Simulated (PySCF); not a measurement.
BCl3 (SMILES ClB(Cl)Cl), singlet, geometry from GFN2-xTB; M062X/cc-pVDZ (PySCF).

Here is a job for PySCF.
```python
from pyscf import gto, scf, dft

mol = gto.M(
    atom='''
B    -0.00012924    0.00017465   -0.01065182
Cl    0.02666439    1.72290836    0.02897049
Cl    1.47887022   -0.88426276   -0.03139692
Cl   -1.50549659   -0.83869697    0.00555932
''',
    basis='cc-pvdz',
    verbose=4,
    symmetry=True,
)

mf = dft.RKS(mol)
mf.xc = 'm062x'
mf.irrep_nelec = {"A'": 36, 'A"': 20}
mf.kernel()
mf.analyze()
```

What the program printed (banner, timings and long lists left out):

```
PySCF version 2.14.0

[INPUT] verbose = 4
[INPUT] num. atoms = 4
[INPUT] num. electrons = 56
[INPUT] charge = 0
[INPUT] spin (= nelec alpha-beta = 2S) = 0
[INPUT] symmetry True subgroup None
[INPUT] Mole.unit = angstrom
[INPUT] Symbol           X                Y                Z      unit          X                Y                Z       unit  Magmom
[INPUT]  1 B     -0.000129240000   0.000174650000  -0.010651820000 AA   -0.000244228204   0.000330040668  -0.020129022528 Bohr   0.0
[INPUT]  2 Cl     0.026664390000   1.722908360000   0.028970490000 AA    0.050388394379   3.255824938124   0.054746291794 Bohr   0.0
[INPUT]  3 Cl     1.478870220000  -0.884262760000  -0.031396920000 AA    2.794659689575  -1.671014438552  -0.059331579955 Bohr   0.0
[INPUT]  4 Cl    -1.505496590000  -0.838696970000   0.005559320000 AA   -2.844976236567  -1.584907574803   0.010505592239 Bohr   0.0

nuclear repulsion = 232.002561440211
point group symmetry = C3v, use subgroup Cs
symmetry origin: [ 4.72431542e-09 -1.34980433e-09  1.01235328e-09]
symmetry axis x: [ 0.85812561 -0.5130946  -0.01882442]
symmetry axis y: [ 0.01213041 -0.01639286  0.99979204]
symmetry axis z: [-0.51329649 -0.85817551 -0.00784309]
num. orbitals of irrep A' = 41
num. orbitals of irrep A" = 27
number of shells = 20
number of NR pGTOs = 149
number of NR cGTOs = 68
basis = cc-pvdz
ecp = {}

******** <class 'pyscf.dft.rks_symm.SymAdaptedRKS'> ********
method = SymAdaptedRKS
initial guess = minao
damping factor = 0
level_shift factor = 0
DIIS = <class 'pyscf.scf.diis.CDIIS'>
diis_start_cycle = 1
diis_space = 8
diis_damp = 0
SCF conv_tol = 1e-09
SCF conv_tol_grad = None
SCF max_cycles = 50
direct_scf = True
direct_scf_tol = 1e-13
XC library pyscf.dft.libxc version 7.1.2
    S. Lehtola, C. Steigemann, M. J. T. Oliveira, and M. A. L. Marques,  SoftwareX 7, 1–5 (2018)
XC functionals = m062x
    Y. Zhao and D. G. Truhlar,  Theor. Chem. Acc. 120, 215 (2008)
    Y. Zhao and D. G. Truhlar,  Theor. Chem. Acc. 120, 215 (2008)
radial grids:
    Treutler-Ahlrichs [JCP 102, 346 (1995); DOI:10.1063/1.469408] (M4) radial grids

becke partition: Becke, JCP 88, 2547 (1988); DOI:10.1063/1.454033
pruning grids: <function nwchem_prune>
grids dens level: 3
symmetrized grids: True
atomic radii adjust function: <function treutler_atomic_radii_adjust>
small_rho_cutoff = 0
Freeze 56 electrons in irreps ["A'", 'A"']
    0 free electrons in irreps
Set gradient conv threshold to 3.16228e-05
Initial guess from minao.
tot grids = 70688
init E= -1406.13456147152
HOMO (A') = -0.0380073675337302  LUMO (A") = -0.375777157347422  gap/eV = -9.19118

WARN: A' HOMO -0.0380073675337302 > system LUMO -0.375777157347422

WARN: A" LUMO -0.375777157347422 < system HOMO -0.0380073675337302

cycle= 1 E= -1404.95473285723  delta_E= 1.18  |g|= 0.257  |ddm|= 2.93
HOMO (A') = -0.060342243080594  LUMO (A") = -0.294500081152816  gap/eV = -6.37176

WARN: A' HOMO -0.060342243080594 > system LUMO -0.294500081152816

WARN: A" LUMO -0.294500081152816 < system HOMO -0.060342243080594

cycle= 2 E= -1404.96723027943  delta_E= -0.0125  |g|= 0.197  |ddm|= 0.546
HOMO (A') = -0.0974379210808114  LUMO (A") = -0.292642654607924  gap/eV = -5.31179

WARN: A' HOMO -0.0974379210808114 > system LUMO -0.292642654607924

WARN: A" LUMO -0.292642654607924 < system HOMO -0.0974379210808114

cycle= 3 E= -1404.97809133747  delta_E= -0.0109  |g|= 0.0396  |ddm|= 0.274
HOMO (A') = -0.0922678314084058  LUMO (A") = -0.287507253700798  gap/eV = -5.31274

WARN: A' HOMO -0.0922678314084058 > system LUMO -0.287507253700798

WARN: A" LUMO -0.287507253700798 < system HOMO -0.0922678314084058

cycle= 4 E= -1404.97855196089  delta_E= -0.000461  |g|= 0.00744  |ddm|= 0.054
HOMO (A') = -0.0938214164842153  LUMO (A") = -0.289105866981589  gap/eV = -5.31396

WARN: A' HOMO -0.0938214164842153 > system LUMO -0.289105866981589

WARN: A" LUMO -0.289105866981589 < system HOMO -0.0938214164842153

cycle= 5 E= -1404.97856846821  delta_E= -1.65e-05  |g|= 0.00159  |ddm|= 0.0137
HOMO (A') = -0.093625123254701  LUMO (A") = -0.288945637291714  gap/eV = -5.31494

WARN: A' HOMO -0.093625123254701 > system LUMO -0.288945637291714

WARN: A" LUMO -0.288945637291714 < system HOMO -0.093625123254701

cycle= 6 E= -1404.97856792703  delta_E= 5.41e-07  |g|= 0.00202  |ddm|= 0.00367
HOMO (A') = -0.0935906341842168  LUMO (A") = -0.28891731466691  gap/eV = -5.31511

WARN: A' HOMO -0.0935906341842168 > system LUMO -0.28891731466691

WARN: A" LUMO -0.28891731466691 < system HOMO -0.0935906341842168

cycle= 7 E= -1404.97856934249  delta_E= -1.42e-06  |g|= 0.000331  |ddm|= 0.0025
HOMO (A') = -0.0935988194209147  LUMO (A") = -0.288925174904327  gap/eV = -5.31510

WARN: A' HOMO -0.0935988194209147 > system LUMO -0.288925174904327

WARN: A" LUMO -0.288925174904327 < system HOMO -0.0935988194209147

cycle= 8 E= -1404.97856939108  delta_E= -4.86e-08  |g|= 0.000113  |ddm|= 0.00149
HOMO (A') = -0.0936025887619159  LUMO (A") = -0.288929100984839  gap/eV = -5.31511

WARN: A' HOMO -0.0936025887619159 > system LUMO -0.288929100984839

WARN: A" LUMO -0.288929100984839 < system HOMO -0.0936025887619159

cycle= 9 E= -1404.97856939566  delta_E= -4.58e-09  |g|= 2.93e-05  |ddm|= 0.000255
HOMO (A') = -0.0936008640836052  LUMO (A") = -0.288926777357218  gap/eV = -5.31509

WARN: A' HOMO -0.0936008640836052 > system LUMO -0.288926777357218

WARN: A" LUMO -0.288926777357218 < system HOMO -0.0936008640836052

cycle= 10 E= -1404.97856939637  delta_E= -7.09e-10  |g|= 4.97e-06  |ddm|= 0.000293
HOMO (A') = -0.0936013517961982  LUMO (A") = -0.288927046764294  gap/eV = -5.31508

WARN: A' HOMO -0.0936013517961982 > system LUMO -0.288927046764294

WARN: A" LUMO -0.288927046764294 < system HOMO -0.0936013517961982

Extra cycle  E= -1404.97856939638  delta_E= -1.46e-11  |g|= 2.44e-06  |ddm|= 1.6e-05
converged SCF energy = -1404.97856939638
**** SCF Summaries ****
Total Energy =                       -1404.978569396384046
Nuclear Repulsion Energy =             232.002561440210570
One-electron Energy =                -2399.699141628039342
Two-electron Energy =                  762.718010791444613
Two-electron Coulomb Energy =          851.413025530219898
DFT Exchange-Correlation Energy =      -88.695014738775257
HOMO-LUMO gap [eV] =                    -5.315082885401636
Wave-function symmetry = A'
occupancy for each irrep:     A'   A"
                              18   10
**** MO energy ****
MO #1 (A' #1), energy= -102.744002773929 occ= 2
MO #2 (A" #1), energy= -102.744002675031 occ= 2
MO #3 (A' #2), energy= -102.744000568136 occ= 2
MO #4 (A" #2), energy= -9.8843058085453 occ= 2
MO #5 (A' #3), energy= -9.88430159194802 occ= 2
MO #6 (A' #4), energy= -9.88425355349139 occ= 2
MO #7 (A" #3), energy= -7.60592678212784 occ= 2
MO #8 (A' #5), energy= -7.6059266682232 occ= 2
MO #9 (A" #4), energy= -7.60592089155755 occ= 2
MO #10 (A' #6), energy= -7.6013357813593 occ= 2
MO #11 (A" #5), energy= -7.60133567866481 occ= 2
MO #12 (A' #7), energy= -7.60132975809346 occ= 2
MO #13 (A' #8), energy= -7.59614194164794 occ= 2
MO #14 (A" #6), energy= -7.59614123240672 occ= 2
MO #15 (A' #9), energy= -7.59613597270855 occ= 2
MO #16 (A' #10), energy= -7.01955099958545 occ= 2
MO #17 (A' #11), energy= -1.00427370144089 occ= 2
MO #18 (A" #7), energy= -0.95854111713427 occ= 2
MO #19 (A' #12), energy= -0.958540346525411 occ= 2
MO #20 (A' #13), energy= -0.59322961012515 occ= 2
MO #21 (A" #8), energy= -0.518823485232812 occ= 2
MO #22 (A' #14), energy= -0.518812907864896 occ= 2
MO #23 (A' #15), energy= -0.47400563497018 occ= 2
MO #24 (A" #9), energy= -0.426031592990114 occ= 2
MO #25 (A' #16), energy= -0.426027104578012 occ= 2
MO #26 (A' #17), energy= -0.41665608010144 occ= 2
MO #27 (A" #10), energy= -0.416640050487473 occ= 2
MO #28 (A' #18), energy= -0.0936013517961982 occ= 2
MO #29 (A" #11), energy= -0.288927046764294 occ= 0
MO #30 (A' #19), energy= 0.12377504438326 occ= 0
MO #31 (A' #20), energy= 0.187674229303761 occ= 0
MO #32 (A" #12), energy= 0.18768766238437 occ= 0
MO #33 (A' #21), energy= 0.282330922062749 occ= 0
MO #34 (A" #13), energy= 0.282342897563967 occ= 0
MO #35 (A' #22), energy= 0.315241543121841 occ= 0
MO #36 (A' #23), energy= 0.36981650150508 occ= 0
 ** Mulliken pop on meta-lowdin orthogonal AOs  **
 ** Mulliken pop  **
 ** Mulliken atomic charges  **
charge of    0B =     -0.92160
charge of    1Cl =      0.30723
charge of    2Cl =      0.30714
charge of    3Cl =      0.30723
Dipole moment(X, Y, Z, Debye):  0.00088, -0.00155,  0.11207
```
